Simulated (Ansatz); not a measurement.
Ansatz (a program for electronic structure) input (CCSD(T)/aug-cc-pV(D+d)Z):
A basis named .json is the Basis Set Exchange file of that set.

Ansatz 0.2 input:
```yaml
crystal:
  periodic: [false, false, false]
  atoms:
    - {symbol: O, position_ang: [-0.72576827, -1.24571506, -0.07855872]}
    - {symbol: S, position_ang: [-0.02068496, 0.02563040, 0.22553294]}
    - {symbol: O, position_ang: [-0.67627828, 1.22533825, -0.35483931]}
    - {symbol: O, position_ang: [1.44341647, -0.03088397, -0.01766786]}
basis:
  gaussian:
    orbitals: aug-cc-pV_D+d_Z.json
total_charge: -1
magnetization: {spin_polarized: true, initial_magnetization: 1}
correlation: {method: ccsd_t, electrons: outside_noble_gas}
output: {forces: true}
```

End of the output:

```
cycle   6  -20.40868664 eV  change   -4.2e-4 eV  update   4.2e-4
cycle   7  -20.40880232 eV  change   -1.2e-4 eV  update   1.8e-4
cycle   8  -20.40880545 eV  change   -3.1e-6 eV  update   5.9e-5
cycle   9  -20.40880076 eV  change    4.7e-6 eV  update   2.3e-5
cycle  10  -20.40879700 eV  change    3.8e-6 eV  update   8.8e-6
cycle  11  -20.40879854 eV  change   -1.5e-6 eV  update   3.5e-6
cycle  12  -20.40879902 eV  change   -4.8e-7 eV  update   1.4e-6
perturbative correction -0.84368102 eV, -0.0310047056 hartree
the calculation of the forces begins
Total energy: -16950.64883840 eV, -622.9248552488 hartree
Atom 0 at    -0.725768    -1.245715    -0.078559 Å, force    -0.651415    -1.123263    -0.089765 eV/Å
Atom 1 at    -0.020685     0.025630     0.225533 Å, force    -0.042478     0.052631     0.463137 eV/Å
Atom 2 at    -0.676278     1.225338    -0.354839 Å, force    -0.606877     1.100593    -0.338407 eV/Å
Atom 3 at     1.443416    -0.030884    -0.017668 Å, force     1.300770    -0.029961    -0.034965 eV/Å
Dipole moment:    -0.019571     0.024250     0.213386 e Å
```
